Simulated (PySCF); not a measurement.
Rows and methods have been separated. Pair them.

Species: C₃H₄BCl.
InChI=1S/C3H4BCl/c4-2-1-3-5/h3-4H2

The closed-shell ground state was solved 3 times with PySCF (density fitting, gas phase), always with PBE0, in these basis sets: STO-3G, aug-cc-pVDZ and pcSseg-0. Isolated species at its PBE0-D3(BJ)/def2-SVP geometry, gas phase.

```json
{"row": "P", "total energy (Eh)": "-601.3806", "HOMO (eV)": "-8.00", "LUMO (eV)": "-2.43", "dipole (D)": "1.73"}
{"row": "Q", "total energy (Eh)": "-600.5258", "HOMO (eV)": "-8.19", "LUMO (eV)": "-2.49", "dipole (D)": "2.04"}
{"row": "R", "total energy (Eh)": "-594.6505", "HOMO (eV)": "-6.38", "LUMO (eV)": "0.10", "dipole (D)": "1.94"}
```

**Question.** Which basis belongs to which row?

**Answer.** P = aug-cc-pVDZ, Q = pcSseg-0, R = STO-3G. From the lowest total energy up: aug-cc-pVDZ (155 functions) 0 eV; pcSseg-0 (57 functions) +23.26 eV; STO-3G (33 functions) +183.13 eV.
